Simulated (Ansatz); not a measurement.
`C[CH2][GeH3]` + `N[SiH3]` → `[SiH3][NH][GeH3]` + `CC`  (ligand exchange at a Ge–C bond)

Calculated with Ansatz (gas phase, PBE0-D4/def2-TZVP geometries, no zero-point term in ΔE). CBS: MP2 limit from def2 TZ/QZ plus the TZ coupled-cluster correction, frozen cores. This one scheme is used for every species. Functionals use def2-TZVPP. For Ge outer-core shells are correlated without core-valence functions, which leaves a few kJ/mol of doubt a bond. Scalar relativity is left out up to krypton.

CCSD(T)/CBS gives -0.28 eV.

Task: Another level gave -0.29 eV. Which?
A. BHLYP/def2-TZVPP
B. PBE-D4/def2-TZVPP
C. HF/def2-TZVPP
D. BLYP/def2-TZVPP

Result: D. BLYP -0.29, BHLYP -0.34, PBE-D4 -0.25, HF/def2-TZVPP -0.42 eV.

Largest T1 diagnostic among the species: 0.011.

From BLYP to BHLYP (50 % exact exchange), in def2-TZVPP and without D4, ΔE moves by −0.06 eV. At CCSD(T), def2-SVP lies −0.12 eV from the extrapolated value and def2-TZVPP −0.03 eV. Leaving LDA and LC-ωPBE aside and taking each functional with its dispersion term where it has one, the values, not all of them listed here, spread over 0.12 eV, from BHLYP-D4 to PBE-D4.
